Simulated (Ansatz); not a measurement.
Reaction (ligand exchange at the Si–C bond): `FC[C]1=[C]([SiH3])[AlH]1` + `O[SiH](F)[SiH3]` → `F[SiH]([SiH3])O[SiH3]` + `FC[C]1=[CH][AlH]1`

Gas-phase electronic energies from Ansatz, PBE0-D4/def2-TZVP geometries. CCSD(T)/CBS is the MP2 limit (def2-TZVPP, def2-QZVPP) plus CCSD(T) − MP2 in def2-TZVPP, frozen cores. DFT in def2-TZVPP. B3LYP here is the variant with VWN-RPA as its local correlation; programs differ in this. One conformer a species, not always the lowest.

`FC[C]1=[C]([SiH3])[AlH]1`:

Cartesian coordinates in Å:
```
F -0.079 1.426 -1.493
C -0.982 0.371 -1.497
C -0.785 -0.547 -0.365
C 0.141 -0.495 0.649
Si 1.499 0.721 1.016
Al -0.982 -1.971 0.809
H -1.991 0.797 -1.470
H -0.865 -0.164 -2.446
H 2.493 0.773 -0.089
H 2.212 0.292 2.251
H 0.953 2.083 1.257
H -1.614 -3.287 1.379
```

`O[SiH](F)[SiH3]`:

Z-matrix (Å, degrees):
```
Si
F 1 1.603
Si 1 2.339 2 109.3
O 1 1.636 2 110.2 3 117.2
H 1 1.488 2 105.0 3 -123.8
H 3 1.487 1 109.5 2 -177.0
H 3 1.486 1 110.3 2 62.6
H 3 1.487 1 109.6 2 -57.8
H 4 0.959 1 118.9 2 71.5
```

`F[SiH]([SiH3])O[SiH3]`:

Cartesian coordinates in Å:
```
F 1.095 -0.596 2.096
Si 0.725 -0.934 0.576
Si 1.821 0.618 -0.799
O -0.886 -0.842 0.401
Si -2.214 0.103 0.217
H 1.121 -2.344 0.345
H 1.466 0.357 -2.221
H 3.294 0.490 -0.639
H 1.409 2.003 -0.447
H -3.214 -0.651 -0.576
H -1.844 1.352 -0.501
H -2.774 0.443 1.547
```

`FC[C]1=[CH][AlH]1`:

Z-matrix (Å, degrees):
```
C
C 1 1.474
F 1 1.384 2 112.1
H 1 1.096 2 110.6 3 -119.9
H 1 1.096 2 110.6 3 119.9
Al 2 1.857 1 162.0 3 -0.4
C 2 1.370 1 130.0 3 179.7
H 6 1.568 2 157.9 1 0.1
H 7 1.090 2 127.5 1 -0.0
```

| species | B3LYP-D4 energy (Eh) |
| --- | --- |
| `FC[C]1=[C]([SiH3])[AlH]1` | -749.78075 |
| `O[SiH](F)[SiH3]` | -757.32418 |
| `F[SiH]([SiH3])O[SiH3]` | -1048.09537 |
| `FC[C]1=[CH][AlH]1` | -459.04117 |

Problem. Work out ΔE.

Solution. ΔE = (-1048.09537) + (-459.04117) − (-749.78075) − (-757.32418) = -0.03161 Eh = -0.86 eV. CCSD(T)/CBS gives -0.84 eV.

Largest T1 diagnostic among the species: 0.013.

In def2-TZVPP, CCSD(T) changes the Hartree–Fock value by +0.26 eV (the triples alone add +0.05 eV) and MP2 by +0.28 eV. From PBE to PBE0 (25 % exact exchange), in def2-TZVPP and without D4, ΔE moves by −0.07 eV.
